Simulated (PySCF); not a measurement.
Cartesian coordinates (Å):
```xyz
3

B      0.0000     0.3391     0.0000
H     -1.0843    -0.1696     0.0000
H      1.0843    -0.1695     0.0000
```
Charge 0, spin multiplicity 2.

Question: Estimate the total energy, highest occupied spin orbital and dipole moment that PySCF with PBE-D3(BJ)/def2-TZVP returns for this input.

Answer: 
```yaml
total_energy: -25.8834 Ha
highest_occupied_spin_orbital: -4.92 eV
dipole_moment: 0.51 D
```
